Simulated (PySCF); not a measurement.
Basis and Hamiltonian dependence of the excitation energy of Ni⁺

Ni⁺ [Ar] 3d9 (2D) → Ni⁺ [Ar] 3d8 4s1 (4F). Calculated with PySCF 2.14 from differences of total energies of unrestricted determinants, without spin-orbit coupling. Values in eV.

```csv
basis,Hamiltonian,functions,UHF,PBE,PBE0,MP2 (valence),CCSD(T) (valence),CCSD(T) (valence and next inner shell)
STO-3G,non-relativistic,18,-29.768,-28.153,-28.230,n/a,n/a,n/a
ANO-RCC-VTZP,spin-free X2C,59,-1.014,1.286,0.894,1.544,0.936,1.089
aug-cc-pVDZ,non-relativistic,59,-0.637,1.376,1.058,1.699,1.094,n/a
aug-cc-pVDZ-DK,spin-free X2C,59,-1.037,n/a,0.645,1.294,0.681,n/a
x2c-TZVPPall,spin-free X2C,64,-1.087,1.090,0.725,1.347,0.758,0.885
def2-TZVPPD,non-relativistic,67,-0.687,1.502,1.143,1.753,1.170,1.303
"x2c-TZVPPall with one added diffuse shell each of s, p, d, f type",spin-free X2C,80,-1.089,1.090,0.724,1.364,0.765,0.898
aug-cc-pVTZ-DK,spin-free X2C,93,-1.095,n/a,n/a,1.390,0.784,n/a
aug-cc-pVTZ,non-relativistic,93,-0.695,1.487,1.132,1.797,1.197,n/a
def2-QZVPPD,non-relativistic,100,-0.701,1.492,1.136,1.795,1.195,n/a
dyall-av2z,non-relativistic,101,-0.697,1.499,1.136,1.653,1.083,n/a
x2c-QZVPPall,spin-free X2C,108,-1.102,1.093,0.725,1.406,n/a,n/a
"aug-cc-pVTZ with one added diffuse shell each of s, p, d, f, g type",non-relativistic,118,-0.694,1.489,1.133,1.802,n/a,n/a
aug-cc-pwCVTZ,non-relativistic,127,-0.702,1.493,1.134,1.823,n/a,n/a
```

Frozen in the all-electron rows: valence: [Ar]; valence and next inner shell: [Ne].

At UHF, STO-3G lies more than 0.3 eV from the median of the rows with comparable relativity. Of these, STO-3G has no diffuse functions of the l that the added or promoted electron needs.

Non-relativistic rows lack the scalar-relativistic shift.

Reference for a calculation without spin-orbit coupling: 1.085 eV (measured, between term centres; NIST).
